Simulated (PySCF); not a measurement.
Simulation results for B₂F₂H₂, CH₆FNSi, BH₂O, B₂HO₂

Calculation on a computer-drawn molecule: optimised geometry and harmonic frequencies of an isolated molecule of the commonest isotopes, restricted reference for singlets and unrestricted otherwise, frozen core in MP2. Program: PySCF 2.14.0.

Common to all runs: multiplicity 1.

```json
{"entry": 1, "formula": "B2F2H2", "start_structure": {"atoms_angstrom": [["F", -2.9071, -3.1865, 2.167], ["B", -2.3191, -2.2031, 1.7214], ["B", -2.2802, -1.811, 0.0251], ["F", -1.2637, -2.1608, -0.8009], ["H", -1.7636, -1.479, 2.4423], ["H", -3.1186, -1.2716, -0.5158]]}, "given": {"charge": 0, "method": "HF", "basis": "cc-pVDZ", "drawn_bonds_atom": [1, 2, 3, 2, 3], "drawn_bonds_other_atom": [2, 3, 4, 5, 6], "drawn_bonds_order": [1, 1, 1, 1, 1]}, "results": {"optimised_atom_element": ["F", "B", "B", "F", "H", "H"], "optimised_atom_x [angstrom]": [-2.919, -2.276, -2.289, -1.254, -1.739, -3.175], "optimised_atom_y [angstrom]": [-3.233, -2.161, -1.823, -2.191, -1.467, -1.237], "optimised_atom_z [angstrom]": [2.158, 1.69, -9.198e-05, -0.7574, 2.513, -0.5641], "modes_frequency [cm^-1]": [76.42, 266.7, 305.6, 706.8, 927.7, 962.3, 1156, 1157, 1288, 1430, 2694, 2711], "modes_reduced_mass [dalton]": [3.626, 3.545, 2.79, 2.352, 1.959, 2.174, 1.637, 1.379, 4.412, 4.072, 1.089, 1.093], "rotational_constants [GHz]": [28.3, 3.621, 3.534], "total_energy [hartree]": -249.4933, "convergence_status_largest_gradient_component [hartree/bohr]": 1.459e-05}}
{"entry": 2, "formula": "CH6FNSi", "start_structure": {"atoms_angstrom": [["C", -1.1888, -0.3848, -0.2672], ["Si", 0.2576, -0.3803, 0.9855], ["N", 1.1928, 1.0881, 0.8602], ["F", 1.3305, -1.4585, 0.582], ["H", -1.9433, 0.3704, 0.0345], ["H", -0.8097, -0.1338, -1.2667], ["H", -1.6468, -1.3494, -0.273], ["H", -0.1613, -0.7345, 2.3265], ["H", 0.735, 1.989, 0.8454], ["H", 2.0586, 1.1716, 1.2706]]}, "given": {"charge": 0, "method": "HF", "basis": "cc-pV(D+d)Z", "drawn_bonds_atom": [1, 2, 2, 1, 1, 1, 2, 3, 3], "drawn_bonds_other_atom": [2, 3, 4, 5, 6, 7, 8, 9, 10], "drawn_bonds_order": [1, 1, 1, 1, 1, 1, 1, 1, 1]}, "results": {"optimised_atom_element": ["C", "Si", "N", "F", "H", "H", "H", "H", "H", "H"], "optimised_atom_x [angstrom]": [-1.175, 0.278, 1.002, 1.298, -1.962, -0.8784, -1.59, -0.05755, 1.207, 1.702], "optimised_atom_y [angstrom]": [-0.3494, -0.3634, 1.176, -1.502, 0.3116, -0.001615, -1.354, -0.7804, 1.68, 1.362], "optimised_atom_z [angstrom]": [-0.2026, 0.9559, 1.034, 0.4031, 0.1692, -1.197, -0.3116, 2.327, 0.1911, 1.728], "modes_frequency [cm^-1]": [147.7, 213.0, 270.7, 295.8, 333.4, 485.1, 683.4, 719.3, 824.2, 847.9, 894.6, 949.1, 978.0, 1007, 1401, 1549, 1552, 1697, 2352, 3171, 3250, 3261, 3771, 3861], "modes_reduced_mass [dalton]": [1.044, 1.712, 2.7, 1.515, 2.426, 1.657, 1.305, 2.155, 1.582, 3.233, 1.834, 1.746, 1.437, 1.5, 1.277, 1.049, 1.049, 1.115, 1.041, 1.037, 1.1, 1.102, 1.051, 1.095], "rotational_constants [GHz]": [6.295, 5.879, 3.547], "total_energy [hartree]": -484.3052, "convergence_status_largest_gradient_component [hartree/bohr]": 2.672e-05}}
{"entry": 3, "formula": "BH2O", "start_structure": {"atoms_angstrom": [["B", 1.0971, -2.9348, 2.2895], ["O", 0.6477, -3.4546, 1.3186], ["H", 1.4874, -2.3593, 3.2802], ["H", 0.2467, -3.8643, 0.5242]]}, "given": {"charge": 1, "method": "HF", "basis": "cc-pVDZ", "drawn_bonds_atom": [1, 1, 2], "drawn_bonds_other_atom": [2, 3, 4], "drawn_bonds_order": [1, 1, 1]}, "results": {"optimised_atom_element": ["B", "O", "H", "H"], "optimised_atom_x [angstrom]": [1.087, 0.758, 1.448, 0.1863], "optimised_atom_y [angstrom]": [-2.921, -3.523, -2.364, -3.804], "optimised_atom_z [angstrom]": [2.293, 1.288, 3.257, 0.5752], "modes_frequency [cm^-1]": [212.1, 821.9, 827.3, 1803, 3018, 4013], "modes_reduced_mass [dalton]": [1.204, 1.328, 1.314, 4.322, 1.181, 1.082], "rotational_constants [GHz]": [4571, 33.29, 33.05], "total_energy [hartree]": -100.4538, "convergence_status_largest_gradient_component [hartree/bohr]": 3.865e-05}}
{"entry": 4, "formula": "B2HO2", "start_structure": {"atoms_angstrom": [["B", -2.514, 1.5127, -2.6257], ["O", -1.6507, 0.6385, -2.6367], ["B", -0.6892, -0.3355, -2.649], ["O", 0.1332, -1.1688, -2.6596], ["H", -3.337, 2.3459, -2.6152]]}, "given": {"charge": 1, "method": "MP2", "basis": "cc-pVDZ", "drawn_bonds_atom": [1, 2, 3, 1], "drawn_bonds_other_atom": [2, 3, 4, 5], "drawn_bonds_order": [1, 1, 2, 1]}, "results": {"optimised_atom_element": ["B", "O", "B", "O", "H"], "optimised_atom_x [angstrom]": [-2.531, -1.659, -0.6788, 0.1712, -3.36], "optimised_atom_y [angstrom]": [1.53, 0.647, -0.3461, -1.207, 2.369], "optimised_atom_z [angstrom]": [-2.625, -2.637, -2.649, -2.66, -2.615], "modes_frequency [cm^-1]": [99.41, 100.6, 408.3, 408.5, 747.1, 759.8, 760.0, 1756, 2075, 2927], "modes_reduced_mass [dalton]": [4.622, 4.628, 11.73, 11.73, 10.07, 1.322, 1.322, 5.737, 11.5, 1.18], "rotational_constants [GHz]": [4.128, 4.128], "total_energy [hartree]": -199.9750, "convergence_status_largest_gradient_component [hartree/bohr]": 1.563e-05}}
```
